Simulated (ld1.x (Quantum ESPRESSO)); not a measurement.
# What one change does to a pseudopotential (Ti, TM semilocal)

- Element: titanium (Ti)
- Generator: ld1.x (Quantum ESPRESSO) 7.5
- Type: norm-conserving Troullier–Martins (semilocal form)
- Functional: PBE
- Relativity: scalar-relativistic
- Frozen core: [Ne]
- Valence charge: 12
- Reference configuration: 3s2 3p6 3d3 4s1 4p0
- Partial waves: 3s (bound): rc 1.00 bohr; 3p (bound): rc 1.55 bohr; 3d (bound): rc 2.20 bohr
- Local potential: the d channel
- Core correction: none

Occupied shells without a wave of their own: 4s. They enter only through the test configuration that unscreens the potential.

Change: wave 3p (bound): rc 1.55 bohr becomes 3p (bound): rc 2.34 bohr.

Cutoffs: the cutoffs (Ry, on a coarse ladder) from which the occupation-weighted sum of valence levels, in a spherical-Bessel basis at the reference potential, stays within 10 and 1 mRy of its value at 400 Ry; they do not see the model core or the augmentation charge, which bear on the density cutoff. Errors are all-electron minus pseudo energies relative to the spin-unpolarised reference configuration.

Q: How do hardness, ghosts and transferability respond?

A: The potential gets neither clearly harder nor softer (120 Ry and 200 Ry → 120 Ry and 200 Ry); the s channel sets the loose cutoff, while the largest relative change is in p, which becomes softer; of the 7 tests that both files solve, the error grows in 1 and shrinks in 2 by more than 15 % and 0.3 meV (median size 33.5 → 51.1 meV); neither file shows a bound ghost. A semilocal file is local in each channel, so a ghost entry of none says nothing of the separable form that plane-wave codes build from it.

```tsv
quantity	base	changed
cutoff, loose	120 Ry	120 Ry
cutoff, tight	200 Ry	200 Ry
loose cutoff by channel (10 mRy a level)	s 100 Ry, p 35 Ry, d 40 Ry	s 100 Ry, p 30 Ry, d 40 Ry
bound ghosts	none	none
error for 3s2 3p6 3d2 4s2 4p0, meV [ΔE -1.11 eV]	+57	+51
error for 3s2 3p6 3d2 4s1 4p0, meV [ΔE 6.24 eV]	+2.7	-2.6
error for 3s2 3p6 3d2 4s0 4p0, meV [ΔE 19.81 eV]	-90	-99
error for 3s2 3p6 3d2.5 4s1.5 4p0, meV [ΔE -0.75 eV]	+19	+18
error for 3s2 3p6 3d2 4s1.5 4p0, meV [ΔE 1.83 eV]	+33	+28
error for 3s2 3p6 3d2 4s1 4p1, meV [ΔE 1.97 eV]	+26	-175
error for 3s2 3p6 3d1 4s2 4p1, meV [ΔE 3.57 eV]	+289	-52
```

Base: The 4s level has no wave, so the channel is fitted at the deeper level alone: the likely source of the large errors.
